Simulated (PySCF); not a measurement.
# $^{19}$F chemical shifts

[PySCF 2.14.0 with density-fitted response routines: shielding tensors at PBE0/pcSseg-1 (GIAO); coordinates at the GFN2-xTB level; one averaged value for each set of equivalent atoms; in vacuum; one computed conformer; no relativistic terms]

Shieldings were converted by a linear fit to measured shifts: $^{19}$F: δ = 146.13 − 0.903σ +14.6 on sp3 carbon (rms 6.0 ppm, 223 shifts, 7.0 ppm with the 5 outliers that the fit left out vs CFCl3, solution or neat liquid). A few per cent of atoms miss by over 2 rms, more outside the fitted compound classes.

Task: Give the $^{19}$F shifts of `CC[C@@H](C)[C@@H](F)C(F)F`, `CCCCCC(F)(F)F`.

Result: 
| compound | environment | δ (ppm) |
| --- | --- | --- |
| [CH3:1][CH2:2][C@@H:3]([CH3:4])[C@@H:5]([F:6])[CH:7]([F:8])[F:9] | F9: fluorine of a CF2 group | -121.2 |
| [CH3:1][CH2:2][C@@H:3]([CH3:4])[C@@H:5]([F:6])[CH:7]([F:8])[F:9] | F8: fluorine of a CF2 group | -131.8 |
| [CH3:1][CH2:2][C@@H:3]([CH3:4])[C@@H:5]([F:6])[CH:7]([F:8])[F:9] | F6: fluorine on an sp3 carbon | -212.6 |
| CCCCCC(F)(F)F | fluorine of a CF3 group (×3) | -71.8 |

Task: Match the shifts -79.0, -103.4, -263.2 ppm to `C=C[Si@@H]1C=CC(F)=C1`, `FC[SiH2]C#CC1=CC1`, `C#C/C=C(F)/C=C\[SiH3]`.

Result: -79.0: C=C[Si@@H]1C=CC(F)=C1 (vinylic fluorine); -103.4: C#C/C=C(F)/C=C\[SiH3] (vinylic fluorine); -263.2: FC[SiH2]C#CC1=CC1 (fluorine on an sp3 carbon).
